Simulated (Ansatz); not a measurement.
`O[Si](O)([SiH3])Br` → Br• + 5 H• + 2 O• + 2 Si•  (atomization)

Program: Ansatz. Geometries: PBE0-D4/def2-TZVP. ΔE: electronic, gas phase. CCSD(T)/CBS is the MP2 limit (def2-TZVPP, def2-QZVPP) plus CCSD(T) − MP2 in def2-TZVPP, frozen cores. This one scheme is used for every species, atoms too. Open shells (•) are unrestricted, without spin–orbit coupling. Spin–orbit coupling would lower the free atoms: a little for O, Si; clearly for Br. For Br outer-core shells are correlated without core-valence functions, so the limit isn't a true one: a few kJ/mol of doubt a bond, and 10 to 20 or more in all where bonds break to atoms. Scalar relativity is left out up to krypton. One conformer a species, not always the lowest.

`O[Si](O)([SiH3])Br`:

Z-matrix (Å, degrees):
```
Si
O 1 1.638
Si 1 2.331 2 115.0
O 1 1.627 2 108.8 3 120.8
Br 1 2.247 2 106.4 3 -119.5
H 2 0.959 1 117.5 3 92.2
H 3 1.486 1 110.4 2 61.0
H 3 1.487 1 108.2 2 -58.5
H 3 1.485 1 109.7 2 -177.8
H 4 0.960 1 118.3 2 50.5
```

| species | MP2/def2-QZVPP energy (Eh) |
| --- | --- |
| `O[Si](O)([SiH3])Br` | -3304.62298 |
| Br• | -2573.00818 |
| H• | -0.49998 |
| O• | -74.97532 |
| Si• | -288.91898 |

Problem. Work out ΔE.

Solution. ΔE = 5 × (-0.49998) + 2 × (-74.97532) + 2 × (-288.91898) + (-2573.00818) − (-3304.62298) = 1.32630 Eh = +3482.2 kJ/mol. CCSD(T)/CBS gives +3462.4 kJ/mol.

Largest T1 diagnostic among the species: 0.012.

From BLYP to BHLYP (50 % exact exchange), in def2-TZVPP and without D4, ΔE moves by −60.3 kJ/mol: exact exchange takes away binding that semilocal exchange gives to molecules. The D4 term adds +44.2 kJ/mol with B3LYP and +23.2 kJ/mol with PBE0; it sums over pairs of atoms, weighted by their polarisabilities, and B3LYP, whose exchange is more repulsive, gets the larger term.

B3LYP here is the variant with VWN-RPA as its local correlation; programs differ in this.

For atomizations the MP2-based limit and the directly extrapolated one differ by several kJ/mol either way, and by 10 to 25 for some Ge, Se and Sn compounds, so smaller differences from it don't rank the levels.
